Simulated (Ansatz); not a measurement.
A calculation with Ansatz (development build ahead of 0.2.0).

```yaml
crystal:
  periodic: [false, false, false]
  atoms:
    - { symbol: C, position_ang: [0.0, 0.705, 0.0] }
    - { symbol: C, position_ang: [-1.41, 0.705, 0.0] }
    - { symbol: C, position_ang: [-1.41, -0.705, 0.0] }
    - { symbol: C, position_ang: [0.0, -0.705, 0.0] }
    - { symbol: C, position_ang: [1.2211, 1.41, 0.0] }
    - { symbol: C, position_ang: [2.44219, 0.705, 0.0] }
    - { symbol: C, position_ang: [2.44219, -0.705, 0.0] }
    - { symbol: C, position_ang: [1.2211, -1.41, 0.0] }
    - { symbol: C, position_ang: [3.85219, 0.705, 0.0] }
    - { symbol: C, position_ang: [3.85219, -0.705, 0.0] }
    - { symbol: H, position_ang: [-2.17721, 1.47221, 0.0] }
    - { symbol: H, position_ang: [-2.17721, -1.47221, 0.0] }
    - { symbol: H, position_ang: [1.2211, 2.495, 0.0] }
    - { symbol: H, position_ang: [1.2211, -2.495, 0.0] }
    - { symbol: H, position_ang: [4.6194, 1.47221, 0.0] }
    - { symbol: H, position_ang: [4.6194, -1.47221, 0.0] }
basis:
  gaussian: { orbitals: def2-SVP }
magnetization:
  initial_magnetization: 2
hamiltonian:
  xc: { name: wB97X }
```

The input is written out in the form of the current development build from the run's settings.

Results

```json
{"Converged": "yes", "Total energy": "-384.03632 hartree", "Spin squared of the determinant": "2.000", "Stability test": "minimum among restricted orbitals"}
```

Caution: another spin multiplicity may lie lower.
